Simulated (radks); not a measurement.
Results of a calculation; reference values are marked as such.
Ag4+, configuration [Kr] 4d7.

Level of theory: scalar-relativistic Kohn-Sham, LDA (Slater exchange, Perdew-Wang correlation), spin-polarised, spherical densities, point nucleus; open shells are filled with parallel spins first (spin-orbit coupling, left out, can overturn this in heavy ions) (a radial shooting solver on a logarithmic mesh with Libxc functionals).

Energy parts (eV):
| part | energy |
|---|---|
| total | -144406.248 |
| kinetic | 149991.884 |
| electron-nucleus | -346747.860 |
| Hartree | 56220.869 |
| exchange-correlation | -3871.142 |

Orbitals (lengths in bohr, moments of r in powers of bohr; r(max) is where P^2 peaks):
orbital,occ.,eigenvalue (eV),r(max),<1/r>,<r>
1s up,1,-25357.03,0.02018,49.38,0.03114
1s down,1,-25357.02,0.02018,49.38,0.03114
2s up,1,-3784.559,0.1141,11.22,0.1351
2s down,1,-3783.905,0.1141,11.22,0.1351
2p up,3,-3402.814,0.09116,10.84,0.1177
2p down,3,-3402.296,0.09115,10.84,0.1177
3s up,1,-740.7183,0.3330,3.939,0.3692
3s down,1,-740.2614,0.3330,3.939,0.3691
3p up,3,-615.3791,0.3260,3.755,0.3680
3p down,3,-614.8838,0.3260,3.755,0.3679
3d up,5,-417.2174,0.2733,3.531,0.3459
3d down,5,-416.5630,0.2734,3.531,0.3458
4s up,1,-152.2815,0.8188,1.535,0.9003
4s down,1,-149.8446,0.8174,1.538,0.8996
4p up,3,-115.2163,0.8696,1.392,0.9762
4p down,3,-112.7444,0.8682,1.393,0.9763
4d up,5,-61.1598,0.9959,1.105,1.196
4d down,2,-58.7899,0.9959,1.100,1.205

The highest occupied level is 4d down at -58.790 eV. For comparison, the ionisation energy in NIST's Atomic Spectra Database is 65 eV (theoretical). In exact Kohn-Sham theory the highest level is minus the ionisation energy, but local and semilocal functionals leave it too shallow, through self-interaction and a potential that decays too fast; potentials with the right tail come closer.
